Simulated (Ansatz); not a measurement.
`ClC1C[CH2][AlH][O]1`, 12 atoms. Total charge 0; spin multiplicity 1. All runs use 4 threads of an Intel Xeon 6975P-C on a shared host. Correlated methods freeze the cores.

Problem. How many basis functions does each run have, and how long does it take in Ansatz? RKS PBE0-D4/def2-QZVPP energy; RKS B2PLYP (frozen core)/def2-TZVPP energy; RKS PBE0-D4/def2-TZVP relaxation (8 steps); RKS ωB97M-V/def2-SVP energy; RHF-MP2/def2-QZVPP energy; RKS PBE-D4/def2-TZVPP energy and forces; RKS r2SCAN-D4/def2-TZVPP energy and forces; RKS PBE0-D4/def2-SVP energy; RKS HSE06 (plane-wave form)-D4/def2-TZVPP energy; RHF-CCSD(T)/def2-SVP energy; RHF-CCSD(T)/def2-TZVPP energy; RKS PBE0-D4/def2-TZVP frequencies. (Best estimate.)

Solution. The calculation gave: Other jobs shared the machine, so times are rough.

```
                                    level                   job  functions  wall time  peak host memory (GiB)
                     RKS PBE0-D4/def2-SVP                energy        122     0.85 s                    0.65
                    RKS PBE-D4/def2-TZVPP     energy and forces        292        2 s                    0.47
RKS HSE06 (plane-wave form)-D4/def2-TZVPP                energy        292      2.6 s                    0.98
                     RKS ωB97M-V/def2-SVP                energy        122      2.7 s                    0.65
                     RHF-CCSD(T)/def2-SVP                energy        122        3 s                    0.73
                 RKS r2SCAN-D4/def2-TZVPP     energy and forces        292      3.1 s                    0.51
      RKS B2PLYP (frozen core)/def2-TZVPP                energy        292      4.5 s                    0.95
                   RKS PBE0-D4/def2-QZVPP                energy        548      7.5 s                     2.6
                       RHF-MP2/def2-QZVPP                energy        548       19 s                     4.6
                    RKS PBE0-D4/def2-TZVP  relaxation (8 steps)        234       23 s                    0.75
                    RKS PBE0-D4/def2-TZVP           frequencies        234    2.4 min                     0.8
                   RHF-CCSD(T)/def2-TZVPP                energy        292    2.8 min                     3.9
```
